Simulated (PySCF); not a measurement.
Compound: 2-vinyl-1,3-dioxolane, C5H8O2.
Cartesian coordinates in Å at the GFN2-xTB level; atoms count from 1:
```
atom  x, y, z in Å
C1     2.054    0.622    0.230
C2     1.488   -0.339   -0.471
C3     0.227   -0.158   -1.288
O4    -0.479    1.014   -0.973
C5    -1.372    0.683    0.072
C6    -1.434   -0.861    0.050
O7    -0.676   -1.220   -1.084
H8     1.637    1.616    0.247
H9     2.954    0.460    0.798
H10    1.886   -1.343   -0.510
H11    0.480   -0.134   -2.357
H12   -0.998    1.053    1.034
H13   -2.334    1.151   -0.149
H14   -2.444   -1.250   -0.085
H15   -0.993   -1.285    0.960
```

Method used: PBE0/def2-SVPD in PySCF (dipole) on a GFN2-xTB geometry, gas phase.

Masses are those of the commonest isotopes; rigid-rotor values at the optimised geometry. The values belong to one conformer with, in the numbering `[CH2:1]=[CH:2][CH:3]1[O:4][CH2:5][CH2:6][O:7]1`, C1–C2–C3–O4 -15°, C2–C3–O4–C5 -89°, C3–O4–C5–C6 -17°, O4–C5–C6–O7 -6°, C5–C6–O7–C3 26°.

Problem. Give the principal moments of inertia and the rotational constants in cm⁻¹.

Solution. Ia = 107.73, Ib = 206.27, Ic = 239.48 u·Å²; 505379 MHz·u·Å²/I gives 4691, 2450 and 2110 MHz, that is A = 0.15649, B = 0.08173, C = 0.07039 cm⁻¹.

Problem. Classify the top.

Solution. An asymmetric top. Ray's parameter κ = (2B − A − C)/(A − C) = -0.737; −1 is the prolate and +1 the oblate limit.

Problem. What does the inertial defect say?

Solution. Not planar: Δ = Ic − Ia − Ib = -74.52 u·Å². For a rigid frame Δ = −2 Σ m c², so Σ m c² = 37.26 u·Å² lies off the ab plane: 9.43 from hydrogen and 27.83 from heavier atoms. The atom farthest from that plane is 1.78 Å away.

Problem. Give the other two planar moments, Paa and Pbb, and the rms extents of the mass along the axes.

Solution. Paa = Σ m a² = (Ib + Ic − Ia)/2 = 169.01 and Pbb = Σ m b² = (Ia + Ic − Ib)/2 = 70.47 u·Å². With the mass M = 100.05 u, the rms extents √(P/M) along a, b and c are 1.30, 0.84, 0.61 Å.

Problem. Which lines would a microwave search look for?

Solution. The dipole components are |μa| = 0.03 D, |μb| = 0.46 D, |μc| = 1.45 D. Intensities carry the squares of the components, which stand as 0.00 : 0.10 : 1.00 (a : b : c). Some lines, for components of 0.1 D or more:

| type | branch | J(Ka,Kc) | MHz | lower level (cm⁻¹) |
| --- | --- | --- | --- | --- |
| c | Q | 5(1,5) ← 5(0,5) | 776 | 2.244 |
| c | Q | 3(1,3) ← 3(0,3) | 1547 | 0.907 |
| c | Q | 1(1,1) ← 1(0,1) | 2241 | 0.152 |
| b | Q | 4(1,3) ← 4(0,4) | 4519 | 1.504 |
| b | Q | 4(2,2) ← 4(1,3) | 6122 | 1.655 |
| b | R | 5(3,2) ← 4(4,1) | 6147 | 2.809 |
| c | R | 1(1,0) ← 0(0,0) | 7141 | 0.000 |
| b | R | 3(1,2) ← 2(2,1) | 7443 | 0.778 |
| b | Q | 2(2,1) ← 2(1,2) | 7743 | 0.520 |
| c | Q | 4(3,2) ← 4(2,2) | 11658 | 1.859 |
| b | R | 5(2,3) ← 4(3,2) | 11684 | 2.248 |
| c | Q | 3(3,1) ← 3(2,1) | 11901 | 1.240 |
| b | Q | 3(3,1) ← 3(2,2) | 12077 | 1.234 |
| c | R | 2(2,0) ← 1(1,0) | 16220 | 0.238 |
| c | Q | 5(4,2) ← 5(3,2) | 16734 | 3.014 |
| c | R | 3(1,2) ← 2(0,2) | 17124 | 0.455 |
| b | R | 4(1,4) ← 3(0,3) | 19044 | 0.907 |
| b | R | 3(2,2) ← 2(1,1) | 20405 | 0.554 |
| b | Q | 5(5,0) ← 5(4,1) | 21626 | 3.572 |
| b | R | 5(1,5) ← 4(0,4) | 22958 | 1.504 |
| c | R | 3(3,1) ← 2(2,1) | 25758 | 0.778 |
| c | R | 4(2,3) ← 3(1,3) | 26488 | 0.958 |
| c | R | 4(3,1) ← 3(2,1) | 30224 | 1.240 |
| c | R | 4(3,2) ← 3(2,2) | 30384 | 1.234 |
| b | R | 5(2,3) ← 4(1,4) | 32845 | 1.542 |
| c | R | 5(3,3) ← 4(2,3) | 35072 | 1.842 |
| b | R | 5(4,2) ← 4(3,1) | 39685 | 2.248 |
| b | R | 5(5,1) ← 4(4,0) | 44508 | 2.809 |

Whether it is a minimum is left open (no frequencies). Zero-point vibration and centrifugal distortion are left out.

Rough CPU time on one thread of a shared machine: about 80 s. This is the PBE0/def2-SVPD job that gave the dipole, with the excitations it also computed.
